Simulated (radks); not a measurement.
Values are calculated unless marked as measured or tabulated.
Species: Yb LII. Configuration: [Ar] 3d1.

Code: a radial shooting solver on a logarithmic mesh with Libxc functionals. Model: Dirac Kohn-Sham, PBE, spin-unpolarised, spherical densities, point nucleus; open shells are shared between the two j in proportion to 2j + 1.

Energy parts (Ry):
| part | energy |
|---|---|
| total | -23212.9547 |
| kinetic | 26270.4219 |
| electron-nucleus | -52125.7793 |
| Hartree | 2985.7861 |
| exchange-correlation | -343.3833 |

Orbitals (lengths in bohr, moments of r in powers of bohr):
orbital,occ.,eigenvalue (Ry),<r^4>
1s1/2,2,-4749.820,7.549e-07
2s1/2,2,-1008.789,0.0001106
2p1/2,2,-975.8303,0.00006707
2p3/2,4,-897.7060,0.00009254
3s1/2,2,-386.4132,0.003224
3p1/2,2,-373.6947,0.002750
3p3/2,4,-354.1058,0.003398
3d3/2,0.4,-335.7183,0.002068
3d5/2,0.6,-331.1291,0.002207

The highest occupied level is 3d5/2 at -4505.2 eV. For comparison, the ionisation energy in NIST's Atomic Spectra Database is 4630 eV (theoretical). In exact Kohn-Sham theory the highest level is minus the ionisation energy, but local and semilocal functionals leave it too shallow, through self-interaction and a potential that decays too fast; potentials with the right tail come closer.

Beside tabulated values, note that spin-unpolarised runs miss the spin-polarisation part of the exchange energy of open shells.
